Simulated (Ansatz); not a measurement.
`C=C[CH2][AlH][CH3]`, one more setting.

```yaml
crystal:
  periodic: [false, false, false]
  atoms:
    - {symbol: C, position_ang: [-0.780615, 1.210464, -1.124415]}
    - {symbol: C, position_ang: [-0.131759, 0.029075, -1.366990]}
    - {symbol: C, position_ang: [-0.583999, -1.269012, -0.941594]}
    - {symbol: Al, position_ang: [-0.373489, -0.177289, 0.788564]}
    - {symbol: C, position_ang: [1.354311, 0.019919, 1.680995]}
    - {symbol: H, position_ang: [-0.292205, 2.154981, -1.323257]}
    - {symbol: H, position_ang: [-1.844820, 1.238135, -0.912679]}
    - {symbol: H, position_ang: [0.918503, 0.103522, -1.647720]}
    - {symbol: H, position_ang: [-1.652229, -1.465582, -1.005673]}
    - {symbol: H, position_ang: [0.042268, -2.112662, -1.203216]}
    - {symbol: H, position_ang: [-1.785010, 0.072171, 1.463429]}
    - {symbol: H, position_ang: [1.444361, 0.992551, 2.173092]}
    - {symbol: H, position_ang: [2.195717, -0.083550, 0.990448]}
    - {symbol: H, position_ang: [1.476066, -0.742022, 2.457816]}
basis:
  gaussian: {orbitals: def2-TZVPD}
total_charge: 1
magnetization: {spin_polarized: true, initial_magnetization: 1}
hamiltonian: {xc: {name: SVWN5}, pseudopotentials: {relativity: scalar}}
output: {forces: true}
```

```sh
$ ansatz run in.yaml --threads 4 --pin off --events-out ev --progress --plain --max-ram 10444MiB
```

It prints (some lines left out):

```
Functional definition: SVWN5
1419 factors; their error is unknown
mean field evaluation 1: about -10787.7005 eV, gradient 8.8e1 eV
mean field evaluation 2: about -10584.6674 eV, gradient 1.8e2 eV
mean field evaluation 4: about -10819.5607 eV, gradient 3.6e1 eV
mean field evaluation 8: about -10827.1503 eV, gradient 4.5e0 eV
mean field evaluation 16: about -10827.2880 eV, gradient 3.4e-2 eV
mean field evaluation 32: about -10827.2377 eV, gradient 9.8e-5 eV
mean field -10827.23769139 eV, -397.8936461934 hartree, gradient 2.0e-5 eV, S^2 0.753373; 4 other end points of the search recorded, 0 dependent functions left out
reference -10827.23773985 eV, -397.8936479742 hartree; 23, 22 occupied and 249, 250 virtual orbitals, 1419 factors
Total energy: -10827.23773985 eV, -397.8936479742 hartree
Relativity: scalar
Atom 0 at    -0.780615     1.210464    -1.124415 Å, force    -0.652070    -0.181106    -0.548142 eV/Å
Atom 1 at    -0.131759     0.029075    -1.366990 Å, force     0.403633    -0.749934     0.535735 eV/Å
Atom 2 at    -0.583999    -1.269012    -0.941594 Å, force     0.304635     0.720807    -2.137347 eV/Å
Atom 3 at    -0.373489    -0.177289     0.788564 Å, force     0.222759     0.618057     1.794385 eV/Å
Atom 4 at     1.354311     0.019919     1.680995 Å, force     0.038244    -0.614513    -0.329957 eV/Å
Atom 5 at    -0.292205     2.154981    -1.323257 Å, force     0.222411     0.382155    -0.026990 eV/Å
Atom 6 at    -1.844820     1.238135    -0.912679 Å, force    -0.424216     0.035109     0.228417 eV/Å
Atom 7 at     0.918503     0.103522    -1.647720 Å, force     0.366214    -0.056665    -0.112383 eV/Å
Atom 8 at    -1.652229    -1.465582    -1.005673 Å, force    -0.579851    -0.067558     0.667782 eV/Å
Atom 9 at     0.042268    -2.112662    -1.203216 Å, force     0.362246    -0.347118     0.161772 eV/Å
Atom 10 at    -1.785010     0.072171     1.463429 Å, force     0.010387     0.136591    -0.205061 eV/Å
Atom 11 at     1.444361     0.992551     2.173092 Å, force    -0.408251     0.432670     0.074381 eV/Å
Atom 12 at     2.195717    -0.083550     0.990448 Å, force     0.153604    -0.110367    -0.270092 eV/Å
Atom 13 at     1.476066    -0.742022     2.457816 Å, force    -0.019746    -0.198127     0.167501 eV/Å
Dipole moment:    -0.015144    -0.035369    -0.357939 e Å
```

Hardware: 4 threads of an Intel Xeon Platinum 8488C on a shared host. Wall time 7.5 s, peak host memory 1 GiB.
